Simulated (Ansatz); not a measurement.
Isolated molecules relaxed with PBE0-D4/def2-TZVP in Ansatz; ΔE leaves out vibrations. CCSD(T)/CBS adds triple-zeta CCSD(T) − MP2 to the extrapolated MP2 energy (def2 sets, frozen cores). This one scheme is used for every species, atoms too. Functionals use def2-TZVPP. B3LYP here is the variant with VWN-RPA as its local correlation; programs differ in this. HSE06 is defined as in plane-wave codes. Open shells (•) are unrestricted, without spin–orbit coupling. Spin–orbit coupling would lower the free atoms: a little for F; strongly for Sn. Elements past krypton have def2 core potentials. For Sn outer-core shells are correlated without core-valence functions, so the limit isn't a true one: a few kJ/mol of doubt a bond, and 10 to 20 or more in all where bonds break to atoms.

`[F][SnH][F]`• → 2 F• + H• + Sn•  (atomization)

```tsv
level	ΔE (kJ/mol)	difference from CCSD(T)/CBS
LDA (SPW92)	1325.7	207.5
PBE-D4	1142.3	24.1
revPBE-D4	1098.2	-20.0
BLYP-D4	1128.6	10.4
r2SCAN-D4	1118.4	0.2
B97M-V	1131.4	13.2
B3LYP-D4	1096.9	-21.3
r2SCAN0-D4	1060.6	-57.6
HSE06-D4	1078.9	-39.3
BHLYP-D4	1024.6	-93.6
CAM-B3LYP-D4	1113.8	-4.4
ωB97X-V	1115.4	-2.8
B2PLYP	1087.7	-30.5
PBE-QIDH	1066.3	-51.9
PBE	1136.9	18.7
revPBE	1083.0	-35.2
BLYP	1116.7	-1.5
r2SCAN	1117.2	-1.0
PBE0	1074.5	-43.7
B3LYP	1088.1	-30.1
r2SCAN0	1059.2	-59.0
HSE06	1074.7	-43.5
BHLYP	1017.3	-100.9
LC-ωPBE	1109.3	-8.9
HF/def2-SVP	677.0	-441.2
MP2/def2-SVP	1033.9	-84.3
CCSD/def2-SVP	967.9	-150.3
CCSD(T)/def2-SVP	981.7	-136.5
HF/def2-TZVPP	719.5	-398.7
SCS-MP2/def2-TZVPP	1074.2	-44.0
CCSD/def2-TZVPP	1038.5	-79.7
CCSD(T)/def2-TZVPP	1065.4	-52.8
HF/def2-QZVPP	730.5	-387.7
MP2/def2-QZVPP	1134.1	15.9
SCS-MP2/def2-QZVPP	1109.9	-8.3
CCSD/def2-QZVPP	1076.7	-41.5
CCSD(T)/def2-QZVPP	1106.7	-11.5
HF/CBS(def2)	732.1	-386.1
MP2/CBS(def2)	1152.7	34.5
CCSD/CBS(def2)	1091.2	-27.0
CCSD(T)/CBS	1118.2	0
```

Largest T1 diagnostic among the species: 0.018.

At CCSD(T), def2-SVP lies −136.5 kJ/mol from the extrapolated value and def2-TZVPP −52.8 kJ/mol: correlation converges slowly with the basis, and small sets miss more of it in the bonded molecule than in its fragments. From PBE to PBE0 (25 % exact exchange), in def2-TZVPP and without D4, ΔE moves by −62.4 kJ/mol: exact exchange takes away binding that semilocal exchange gives to molecules.

For atomizations the MP2-based limit and the directly extrapolated one differ by several kJ/mol either way, and by 10 to 25 for some Ge, Se and Sn compounds, so smaller differences from it don't rank the levels.
